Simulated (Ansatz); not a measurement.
Cartesian coordinates (Å):
```xyz
7

Si     1.6677    -0.1481     0.0308
C      0.0000     0.0001    -0.0010
Si    -1.6677     0.1483    -0.0322
H      2.3830    -1.1764     0.8121
H      2.5823     0.7336    -0.7212
H     -2.5327    -0.5436    -1.0081
H     -2.4323     0.9869     0.9119
```
Charge 0, multiplicity 1.

Computed with frozen-core CCSD(T)/cc-pVTZ // B3LYP-D3(BJ)/def2-TZVP run with Ansatz (a first-principles code). The restricted HF reference is unstable towards unrestricted orbitals.

```json
{
 "HF energy": "-617.97055 Ha",
 "MP2 correlation energy": "-0.39689 Ha"
}
```

### Question
Estimate the CCSD correlation energy, the (T) correction, the total energy and the T1 diagnostic.

### Answer

```
Property                         Value
-----------------------  -------------
CCSD correlation energy    -0.43163 Ha
(T) correction             -0.02326 Ha
CCSD(T) total energy     -618.42545 Ha
T1 diagnostic                    0.018
```
